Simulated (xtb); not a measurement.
C7H8, charge -1, doublet, from a rough starting geometry (a state made from the parent by changing its charge; the spin is typed, not shown lowest); GFN2-xTB in xtb 6.7.1.

Here is a job for xtb.
```
$ xtb mol.xyz --gfn 2 --chrg -1 --uhf 1 --opt vtight --json

# file mol.xyz
15

C      1.30344050    -0.39124400     0.71533798
C      0.91958706     0.81536117     0.93693875
C     -0.36513955     1.07177477    -0.06790756
C     -1.40809372     0.24750306     0.40547038
C     -1.04202436    -1.02090502     0.22545225
C      0.36524942    -1.01338091    -0.41320343
C      0.13562900     0.28932070    -1.23429850
H      2.09328200    -0.99389842     1.12155634
H      1.23556710     1.58895128     1.62724578
H     -0.48481182     2.11943040    -0.20918064
H     -2.32440588     0.63623105     0.88406763
H     -1.57073365    -1.97088421     0.45979256
H      0.67466401    -1.94141742    -0.91033759
H     -0.65068316     0.16690577    -1.98600605
H      1.15420404     0.62571865    -1.64695777
```

Output, abridged:

```
   ID    Z sym.   atoms
    1    6 C      1-7
    2    1 H      8-15

           -------------------------------------------------
          |                Calculation Setup                |
           -------------------------------------------------

           -------------------------------------------------
          |                 G F N 2 - x T B                 |
           -------------------------------------------------

          ...................................................
          :                      SETUP                      :
          :.................................................:
          :  # basis functions                  36          :
          :  # atomic orbitals                  36          :
          :  # shells                           22          :
          :  # electrons                        37          :
          :  max. iterations                   250          :
          :  Hamiltonian                  GFN2-xTB          :
          :  restarted?                      false          :
          :  GBSA solvation                  false          :
          :  PC potential                    false          :
          :  electronic temp.          300.0000000     K    :
          :  accuracy                    1.0000000          :
          :  -> integral cutoff          0.2500000E+02      :
          :  -> integral neglect         0.1000000E-07      :
          :  -> SCF convergence          0.1000000E-05 Eh   :
          :  -> wf. convergence          0.1000000E-03 e    :
          :  Broyden damping             0.4000000          :
          :  net charge                         -1          :
          :  unpaired electrons                  1          :
          ...................................................

 iter      E             dE          RMSdq      gap      omega  full diag
   1    -19.3518685 -0.193519E+02  0.298E+00    0.97       0.0  T
   2    -19.3770140 -0.251455E-01  0.196E+00    1.00       1.0  T
   3    -19.3613890  0.156250E-01  0.189E+00    1.34       1.0  T
   4    -19.3999644 -0.385755E-01  0.638E-01    0.93       1.0  T
   5    -19.4022827 -0.231824E-02  0.225E-01    0.96       1.0  T
   6    -19.4027436 -0.460918E-03  0.558E-02    0.95       1.0  T
   7    -19.4027576 -0.140707E-04  0.277E-02    0.95       1.0  T
   8    -19.4027579 -0.258554E-06  0.116E-02    0.95       2.2  T
   9    -19.4027593 -0.142483E-05  0.232E-03    0.95      11.1  T
  10    -19.4027594 -0.468097E-07  0.127E-03    0.95      20.3  T
  11    -19.4027594 -0.124632E-07  0.522E-04    0.95      49.5  T
  12    -19.4027594 -0.277100E-08  0.118E-04    0.95     218.2  T

   *** convergence criteria satisfied after 12 iterations ***

         :::::::::::::::::::::::::::::::::::::::::::::::::::::
         ::                     SUMMARY                     ::
         :::::::::::::::::::::::::::::::::::::::::::::::::::::
         :: total energy             -19.074995323833 Eh    ::
         :: gradient norm              0.237078971960 Eh/a0 ::
         :: HOMO-LUMO gap              0.950154834698 eV    ::
         ::.................................................::
         :: SCC energy               -19.402740414648 Eh    ::
         :: -> isotropic ES            0.110854198579 Eh    ::
         :: -> anisotropic ES          0.019969728838 Eh    ::
         :: -> anisotropic XC          0.010428969381 Eh    ::
         :: -> dispersion             -0.013441350223 Eh    ::
         :: repulsion energy           0.327745090816 Eh    ::
         :: add. restraining           0.000000000000 Eh    ::
         :: total charge              -1.000000000000 e     ::
         :::::::::::::::::::::::::::::::::::::::::::::::::::::

      -----------------------------------------------------------
     |                   =====================                   |
     |                        A N C O P T                        |
     |                   =====================                   |
     |               Approximate Normal Coordinate               |
     |                Rational Function Optimizer                |
      -----------------------------------------------------------
      -----------------------------------------------------------
     |                   =====================                   |
     |                        A N C O P T                        |
     |                   =====================                   |
     |               Approximate Normal Coordinate               |
     |                Rational Function Optimizer                |
      -----------------------------------------------------------

          ...................................................
          :                      SETUP                      :
          :.................................................:
          :   optimization level         verytight          :
          :   max. optcycles                   300          :
          :   ANC micro-cycles                  20          :
          :   degrees of freedom                39          :
          :.................................................:
          :   RF solver                   davidson          :
          :   write xtbopt.log                true          :
          :   linear?                        false          :
          :   energy convergence         0.1000000E-06 Eh   :
          :   grad. convergence          0.2000000E-03 Eh/α :
          :   maxmium RF displ.          1.0000000          :
          :   Hlow (freq-cutoff)         0.1000000E-01      :
          :   Hmax (freq-cutoff)         5.0000000          :
          :   S6 in model hess.         20.0000000          :
          ...................................................

generating ANC from exact Hessian ...
Using Lindh-Hessian (1995)
 Shifting diagonal of input Hessian by    0.0000000000000000
 Lowest  eigenvalues of input Hessian
[...]
 * total energy  :   -19.1165295 Eh     change       -0.1910932E-02 Eh
 * total energy  :   -19.1175130 Eh     change       -0.9835115E-03 Eh
 * total energy  :   -19.1178581 Eh     change       -0.3450363E-03 Eh
 * total energy  :   -19.1179343 Eh     change       -0.7625114E-04 Eh
 * total energy  :   -19.1179655 Eh     change       -0.3118107E-04 Eh
 * total energy  :   -19.1179789 Eh     change       -0.1340442E-04 Eh
 * total energy  :   -19.1179817 Eh     change       -0.2763399E-05 Eh
 * total energy  :   -19.1179842 Eh     change       -0.2491053E-05 Eh
 * total energy  :   -19.1179852 Eh     change       -0.1033653E-05 Eh
 * total energy  :   -19.1179856 Eh     change       -0.4529484E-06 Eh
 * total energy  :   -19.1179859 Eh     change       -0.2056449E-06 Eh
 * total energy  :   -19.1179859 Eh     change       -0.4376540E-07 Eh
   *** GEOMETRY OPTIMIZATION CONVERGED AFTER 15 ITERATIONS ***
         :: total energy             -19.117985901880 Eh    ::
[...]
           -------------------------------------------------

    * Orbital Energies and Occupations

         #    Occupation            Energy/Eh            Energy/eV
      -------------------------------------------------------------
         1        2.0000           -0.4336833             -11.8011
       ...           ...                  ...                  ...
         7        2.0000           -0.3259654              -8.8700
         8        2.0000           -0.3208407              -8.7305
         9        2.0000           -0.3128408              -8.5128
        10        2.0000           -0.2581501              -7.0246
        11        2.0000           -0.2569175              -6.9911
        12        2.0000           -0.2438676              -6.6360
        13        2.0000           -0.2361862              -6.4270
        14        2.0000           -0.2313637              -6.2957
        15        2.0000           -0.2275572              -6.1921
        16        2.0000           -0.2199603              -5.9854
        17        2.0000           -0.1586804              -4.3179
        18        2.0000           -0.1320260              -3.5926
        19        1.0000           -0.0200592              -0.5458 (HOMO)
        20                          0.0431220               1.1734 (LUMO)
        21                          0.2650558               7.2125
        22                          0.2955668               8.0428
        23                          0.3014447               8.2027
        24                          0.3138219               8.5395
        25                          0.3145935               8.5605
        26                          0.3268797               8.8948
        27                          0.3286123               8.9420
        28                          0.3888395              10.5809
        29                          0.4028297              10.9616
        30                          0.4252082              11.5705
       ...                                ...                  ...
        36                          0.8101754              22.0460
      -------------------------------------------------------------
                  HL-Gap            0.0631812 Eh            1.7192 eV
             Fermi-level           -0.0322556 Eh           -0.8777 eV

     #   Z          covCN         q      C6AA      α(0)
     1   6 C        2.984    -0.123    31.133     9.153
     2   6 C        2.984    -0.123    31.133     9.153
     3   6 C        4.052    -0.002    20.538     6.437
     4   6 C        2.984    -0.123    31.133     9.153
     5   6 C        2.984    -0.123    31.134     9.153
     6   6 C        4.052    -0.002    20.538     6.437
     7   6 C        3.945    -0.045    21.314     6.560
     8   1 H        0.925    -0.074     4.722     3.398
     9   1 H        0.925    -0.074     4.722     3.398
    10   1 H        0.924    -0.056     4.239     3.220
    11   1 H        0.925    -0.074     4.722     3.398
    12   1 H        0.925    -0.074     4.722     3.398
    13   1 H        0.924    -0.056     4.239     3.220
    14   1 H        0.924    -0.025     3.531     2.939
    15   1 H        0.924    -0.025     3.531     2.939

 Mol. C6AA /au·bohr⁶  :       2756.030607
 Mol. C8AA /au·bohr⁸  :      62932.783047
 Mol. α(0) /au        :         81.955585

Wiberg/Mayer (AO) data.
largest (>0.10) Wiberg bond orders for each atom

 ---------------------------------------------------------------------------
     #   Z sym  total        # sym  WBO       # sym  WBO       # sym  WBO
 ---------------------------------------------------------------------------
     1   6 C    3.840 --     2 C    1.606     6 C    0.987     8 H    0.967
                             4 C    0.131     5 C    0.102
     2   6 C    3.840 --     1 C    1.606     3 C    0.987     9 H    0.967
                             5 C    0.131     4 C    0.102
     3   6 C    3.983 --     4 C    0.987     2 C    0.987     7 C    0.978
                            10 H    0.969
     4   6 C    3.840 --     5 C    1.605     3 C    0.987    11 H    0.967
                             1 C    0.131     2 C    0.102
     5   6 C    3.840 --     4 C    1.605     6 C    0.987    12 H    0.967
                             2 C    0.131     1 C    0.102
     6   6 C    3.983 --     1 C    0.987     5 C    0.987     7 C    0.978
                            13 H    0.969
     7   6 C    3.989 --    15 H    0.979    14 H    0.979     6 C    0.978
                             3 C    0.978
     8   1 H    0.995 --     1 C    0.967
     9   1 H    0.995 --     2 C    0.967
    10   1 H    0.997 --     3 C    0.969
    11   1 H    0.995 --     4 C    0.967
    12   1 H    0.995 --     5 C    0.967
    13   1 H    0.997 --     6 C    0.969
    14   1 H    0.999 --     7 C    0.979
    15   1 H    0.999 --     7 C    0.979
 ---------------------------------------------------------------------------

Topologies differ in total number of bonds
Writing topology from bond orders to xtbtopo.mol

molecular dipole:
                 x           y           z       tot (Debye)
 q only:        0.097       0.125      -0.725
   full:        0.066       0.077      -0.495       1.285
molecular quadrupole (traceless):
                xx          xy          yy          xz          yz          zz
 q only:       -1.442      -0.309      -0.125      -0.507      -0.461       1.567
  q+dip:       -4.054      -1.618       1.664      -1.269      -0.453       2.390
   full:       -3.648      -1.300       1.069      -1.175      -0.575       2.579

optimized geometry written to: xtbopt.xyz

           -------------------------------------------------
          | TOTAL ENERGY              -19.117985901880 Eh   |
          | GRADIENT NORM               0.000070955422 Eh/α |
          | HOMO-LUMO GAP               1.719248528274 eV   |
           -------------------------------------------------

normal termination of xtb
```
